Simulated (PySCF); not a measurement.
**Telling isomers of C7H9NSi apart by NMR**

Rapidly exchanging positions averaged, non-relativistic, one conformer, in vacuum. σ from GIAO-PBE0/pcSseg-1; structure optimised with GFN2-xTB; PySCF.

Scale: ¹H (σ = 31.72 ppm) and ¹³C (σ = 186.93 ppm) against TMS (reference shieldings calculated alike). Where no couplings were computed, multiplicities follow the n + 1 count of equivalent neighbours, and m marks all less simple cases (inequivalent or close neighbours, rings, F or P nearby). Shifts are as computed. Against solution values, carbons near 30 ppm lie about +3 ppm off and those near 130 ppm about +5 ppm. Of 1309 compounds with measured shifts, 239 miss one by over three times the rms of a fit or turn the order of signals round; such compounds aren't used in these exercises. OH and NH positions are gas-phase values without hydrogen bonding to other molecules.

(1) Tabulate the signals of `C=C1[SiH2][C@H]1n1cccc1`, `[H]/N=C\C1=C[C@@]2([SiH3])C=C[C@@H]12`, `C#C/C=C(/C#N)[SiH](C)C` and their relative energies.

(2) What is the quickest way to tell [H]/N=C\C1=C[C@@]2([SiH3])C=C[C@@H]12 from C#C/C=C(/C#N)[SiH](C)C?

(3) What is the quickest way to tell C=C1[SiH2][C@H]1n1cccc1 from [H]/N=C\C1=C[C@@]2([SiH3])C=C[C@@H]12?

(4) What is the quickest way to tell C=C1[SiH2][C@H]1n1cccc1 from C#C/C=C(/C#N)[SiH](C)C?

Results:

(1) 
```json
{"SMILES": "C=C1[SiH2][C@H]1n1cccc1", "carbon types": "1×C 5×CH 1×CH2", "δC": "145.1, 141.2, 121.1, 114.2, 36.1", "δH": "7.13 (m, 1H), 7.01 (m, 1H), 6.53 (m, 2H), 6.32 (m, 2H), 4.07 (m, 1H), 3.63 (m, 1H), 3.43 (m, 1H)", "E rel. (kcal/mol)": "9.0"}
{"SMILES": "[H]/N=C\\C1=C[C@@]2([SiH3])C=C[C@@H]12", "carbon types": "2×C 5×CH", "δC": "166.8, 156.5, 156.3, 156.2, 149.3, 51.8, 47.9", "δH": "10.96 (br s, 1H), 8.40 (s, 1H), 6.97 (s, 1H), 6.92 (m, 1H), 6.89 (m, 1H), 4.10 (s, 3H), 3.90 (m, 1H)", "E rel. (kcal/mol)": "35.6"}
{"SMILES": "C#C/C=C(/C#N)[SiH](C)C", "carbon types": "3×C 2×CH 2×CH3", "δC": "146.1, 136.2, 124.4, 107.5, 86.2, -4.2", "δH": "7.04 (d, 1H), 4.91 (sept, 1H), 3.79 (d, 1H), 0.42 (d, 6H)", "E rel. (kcal/mol)": "0.0"}
```

Energies are electronic energies at PBE0/pcSseg-1 on these geometries, without zero-point or thermal terms, each for the one conformer computed, which needn't be the lowest.

(2) Count the carbon signals: 7 against 6. The first has an allylic sp3 CH at 51.8 ppm, the second a methyl carbon bonded to Si (CH3) at -4.2 ppm. Their most deshielded carbons lie at 166.8 and 146.1 ppm. In the proton spectra the most deshielded non-exchanging signals are 8.40 (s, 1H) and 7.04 (d, 1H).

(3) Count the carbon signals: 5 against 7. The first has a terminal =CH2 carbon at 141.2 ppm, the second an allylic fully substituted sp3 carbon bonded to Si (C) at 47.9 ppm. Their most deshielded carbons lie at 145.1 and 166.8 ppm. In the proton spectra the most deshielded non-exchanging signals are 7.13 (m, 1H) and 8.40 (s, 1H).

(4) Count the carbon signals: 5 against 6. The first has a terminal =CH2 carbon at 141.2 ppm, the second a methyl carbon bonded to Si (CH3) at -4.2 ppm. Their most deshielded carbons lie at 145.1 and 146.1 ppm.
